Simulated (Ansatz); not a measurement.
Molecule: sum formula HBOCl, charge 0, multiplicity 2. It need not be the lowest isomer of its formula. 
Coordinates optimised at B3LYP-D3(BJ)/def2-TZVP (Ansatz, a first-principles code):
```xyz
4

B     -0.1620     0.5726     0.5773
Cl     0.8603    -0.4802    -0.3990
O     -1.4866     0.6527     0.5051
H     -1.9222     0.0783    -0.1443
```
Charge 0, spin multiplicity 2.

Computed values are from Ansatz. Cores are frozen in the correlated levels unless marked. UHF or UKS for open shells. No spin-orbit coupling. Non-relativistic. Basis-set limits of correlation are two-point, X^-3; Hartree-Fock from the larger set (for Q and 5 zeta extrapolated as (X+1)exp(-9√X)).

Q: What is the total energy at CCSD(T)/CBS(cc-pV(Q+d)Z,cc-pV(5+d)Z)?

A: -560.3544 Eh.

Q: What is the atomisation energy De at CCSD(T)/CBS(cc-pV(Q+d)Z,cc-pV(5+d)Z)?

A: 1417.9 kJ/mol.

Q: What is the dipole moment at CCSD(T)/aug-cc-pV(D+d)Z?

A: 1.70 D.

Q: What is the T1 diagnostic at CCSD/cc-pV(5+d)Z?

A: 0.014.
